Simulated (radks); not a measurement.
Neutral promethium inside a hard spherical wall (all orbitals vanish at R), configuration held at [Xe] 4f5 6s2 and not refilled when levels cross. Calculated with a radial shooting solver on a logarithmic mesh with Libxc functionals: scalar-relativistic Kohn-Sham, PBE, spin-polarised, spherical densities, finite nucleus; open shells are filled with parallel spins first (spin-orbit coupling, left out, can overturn this in heavy ions); Fermi nuclear charge, rms radius 4.962 fm. Eigenvalues in eV for spin up, with the zero of energy where the potential of the charges vanishes at infinity; a dash marks a level that is unbound or too diffuse for the functional's potential to be trusted. A positive occupied level is held by the wall or, in an anion where self-interaction has pushed it up, behind a barrier. The pressure on the wall is -dE/dV.

R (bohr)  E (hartree)  kinetic (hartree)    e(5s)    e(5p)   e(6s)   e(4f)  e(5d, empty)  e(6p, empty)  pressure (GPa)
free      -10020.1236          10686.229  -42.654  -23.273  -3.623  -3.158        -2.000        -1.253               0
20        -10020.1236          10686.229  -42.654  -23.273  -3.623  -3.158        -2.000        -1.252        < 0.0001
12        -10020.1230          10686.235  -42.602  -23.222  -3.584  -3.107        -1.954        -1.133         0.00930
10        -10020.1197          10686.261  -42.428  -23.050  -3.445  -2.936        -1.801        -0.836          0.0831
7         -10020.0666          10686.534  -41.169  -21.822  -2.112  -1.686        -0.631         1.453            2.42
4         -10019.0465          10690.413  -34.237  -15.215  13.413   5.918         7.905        23.253             189
3.5       -10018.0895          10694.011  -30.312  -11.238  25.308  10.641        13.536        38.213             525
1.5        -9938.5466          10933.525   146.61   191.40  546.26  146.42        260.69        594.64          225000
